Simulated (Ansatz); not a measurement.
`[O]=[Ta]([OH])([OH])[Cl]` + HCl → `[O]=[Ta]([OH])([Cl])[Cl]` + H₂O at 700 K and 1 bar (ligand exchange at a Ta–O bond).

Gas-phase electronic energies from Ansatz, PBE0-D4/def2-TZVP geometries. CBS: MP2 limit from def2 TZ/QZ plus the TZ coupled-cluster correction, frozen cores. This one scheme is used for every species. Elements past krypton have def2 core potentials. For Ta outer-core shells are correlated without core-valence functions, which leaves a few kJ/mol of doubt a bond. One conformer a species, not always the lowest.

```
                   species  CCSD(T)/CBS energy (Eh)  H − E (kJ/mol)  S (J/(mol·K))
`[O]=[Ta]([OH])([OH])[Cl]`               -743.63181           151.8          476.7
                       HCl               -460.38127            38.4          211.8
`[O]=[Ta]([OH])([Cl])[Cl]`              -1127.64682           115.4          464.4
                       H₂O                -76.37941            80.5          218.4
```

H − E and S are ideal-gas, rigid-rotor, harmonic terms from PBE0-D4/def2-TZVP, for one conformer and one mirror image of each species. 1 Eh = 2625.50 kJ/mol, R = 8.31446 J/(mol·K).

Q: By hand: ΔE, ΔH, ΔS and ΔG.

A: ΔE = (-1127.64682) + (-76.37941) − (-743.63181) − (-460.38127) = -0.01315 Eh = -34.5 kJ/mol. Δ(H − E) = 115.4 + 80.5 − 151.8 − 38.4 = 5.7, so ΔH = -28.8 kJ/mol. ΔS = 464.4 + 218.4 − 476.7 − 211.8 = -5.7 J/(mol·K). ΔG = -28.8 − 700 × (-5.7)/1000 = -24.8 kJ/mol.

Q: By hand: the equilibrium constant, and the temperature at which ΔG would vanish if ΔH and ΔS stayed fixed.

A: log₁₀ K = −ΔG/(RT ln 10) = 1.9. ΔG = 0 at ΔH/ΔS = 5053 K, far beyond where these terms or the molecules hold.

The number of gas molecules stays the same, so ΔS is small and ΔH decides. A doubt of 5 kJ/mol in ΔE shifts log₁₀ K by 0.4 here. Other conformers and mirror images would add mixing entropy, several J/(mol·K) or more a flexible species. These are equilibria of isolated gas molecules and say nothing of rates. Largest T1 diagnostic: 0.020 (customary marks: 0.02 for closed shells, 0.045 for open ones).
